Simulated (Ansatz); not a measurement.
C4H10OSi, SMILES `CC(C)(C)O[SiH]`. Total charge 0; spin multiplicity 1. Geometry: relaxed with PBE0-D4/def2-TZVP.

```xyz
16

C     0.629    0.947    0.844
C     0.037    0.028   -0.211
C     0.979   -0.121   -1.391
C    -0.313   -1.328    0.379
O    -1.160    0.632   -0.741
Si   -2.594    1.095   -0.104
H     1.555    0.526    1.241
H    -0.069    1.078    1.674
H     0.854    1.925    0.412
H     0.528   -0.752   -2.159
H     1.921   -0.575   -1.076
H     1.193    0.855   -1.831
H    -0.759   -1.970   -0.383
H     0.583   -1.820    0.762
H    -1.019   -1.216    1.205
H    -2.363    0.697    1.378
```

What is the dipole moment at r2SCAN/def2-TZVPP? (An estimate is asked.)

Ansatz gave: 2.15 D, with components (1.81, -0.90, 0.72) D in this frame, pointing from negative to positive charge.

And with PBE, B3LYP, ωB97M-V? (Best estimate.)

Computed: PBE 2.04 D, B3LYP 1.93 D, ωB97M-V 1.86 D.

Give the Mulliken charges with r2SCAN, B3LYP, PBE in def2-TZVPP. (An estimate is asked.)

Computed: 
| atom | r2SCAN | B3LYP | PBE |
| --- | --- | --- | --- |
| C1 | -0.22 | -0.29 | -0.27 |
| C2 | 0.37 | 0.33 | 0.27 |
| C3 | -0.15 | -0.24 | -0.23 |
| C4 | -0.22 | -0.29 | -0.27 |
| O5 | -0.35 | -0.32 | -0.24 |
| Si6 | 0.24 | 0.21 | 0.15 |
| H7 | 0.05 | 0.08 | 0.07 |
| H8 | 0.07 | 0.09 | 0.08 |
| H9 | 0.06 | 0.09 | 0.09 |
| H10 | 0.05 | 0.08 | 0.08 |
| H11 | 0.04 | 0.07 | 0.07 |
| H12 | 0.05 | 0.08 | 0.08 |
| H13 | 0.06 | 0.09 | 0.09 |
| H14 | 0.05 | 0.08 | 0.07 |
| H15 | 0.07 | 0.09 | 0.08 |
| H16 | -0.16 | -0.14 | -0.12 |

B3LYP here is the variant with VWN-RPA as its local correlation; programs differ in this.
